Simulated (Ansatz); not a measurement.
Cost and result up the ladder for Si(OMe)2Me2 (C4H12O2Si) (19 atoms). Charge 0, multiplicity 1. Geometry: B3LYP-D4/def2-SVP.

| atom | x (Å) | y (Å) | z (Å) |
| --- | --- | --- | --- |
| C1 | 0.442 | -2.461 | -1.001 |
| C2 | -1.347 | 0.458 | 2.007 |
| C3 | -0.792 | 0.854 | -1.418 |
| C4 | 1.735 | 1.308 | 0.338 |
| O5 | 1.098 | -1.253 | -0.692 |
| O6 | -0.520 | -0.345 | 1.207 |
| Si7 | 0.367 | 0.129 | -0.131 |
| H8 | -0.184 | -2.812 | -0.161 |
| H9 | 1.200 | -3.231 | -1.215 |
| H10 | -0.204 | -2.363 | -1.895 |
| H11 | -0.779 | 1.253 | 2.528 |
| H12 | -1.823 | -0.171 | 2.777 |
| H13 | -2.153 | 0.945 | 1.425 |
| H14 | -1.270 | 1.781 | -1.058 |
| H15 | -1.595 | 0.144 | -1.675 |
| H16 | -0.246 | 1.100 | -2.343 |
| H17 | 2.359 | 1.555 | -0.536 |
| H18 | 2.384 | 0.858 | 1.105 |
| H19 | 1.330 | 2.252 | 0.739 |

Ansatz on 4 threads of Arm Neoverse V2 on a shared host. Times are rough, and most runs start from the orbitals of an earlier one. PBE0-D4/def2-TZVP serves as the yardstick here, not as an exact answer. Differences are given only for rows in sets of like size (and for xTB, whose basis is part of the method), since another set adds its own error. Binding counts from free atoms at the same level (C triplet, O triplet, Si triplet, H doublet; other spins of the atoms weren't run), without zero-point energy or a counterpoise term.

LC-ωPBE has ω = 0.4 bohr⁻¹. B3LYP takes the VWN-RPA correlation. Correlated methods freeze 11 core orbitals. The rows differ in basis, and correlated rows in double-zeta sets carry the largest basis error.

Correlated methods converge slowly with the basis, most of all in double-zeta sets.

| level | functions | binding energy per atom (eV) | difference from PBE0-D4/def2-TZVP (eV) |
| --- | --- | --- | --- |
| PBE0-D4/def2-TZVP | 295 | 4.06 | 0.00 |
| B3LYP-D4/def2-TZVP | 295 | 4.06 | 0.00 |
| r2SCAN-D4/def2-TZVP | 295 | 4.06 | 0.01 |
| PBE0-D4/def2-SVP | 162 | 4.07 | – |
| MP2/def2-TZVP | 295 | 3.97 | -0.09 |
| PBE-D4/def2-SVP | 162 | 4.13 | – |
| LC-ωPBE/def2-TZVP | 295 | 4.04 | -0.01 |
| CCSD(T)/def2-SVP | 162 | 3.85 | – |
| PBE-D4/def2-TZVP (with forces) | 295 | 4.11 | 0.06 |

Q: Estimate how long each takes.

A: PBE-D4/def2-SVP 1.9 s; PBE0-D4/def2-SVP 2.7 s; PBE-D4/def2-TZVP (with forces) 4.3 s; LC-ωPBE/def2-TZVP 4.6 s; B3LYP-D4/def2-TZVP 5.5 s; MP2/def2-TZVP 6.5 s; PBE0-D4/def2-TZVP 7.5 s; r2SCAN-D4/def2-TZVP 7.5 s; CCSD(T)/def2-SVP 57 s. On shared hardware such times vary by a factor of up to 3.
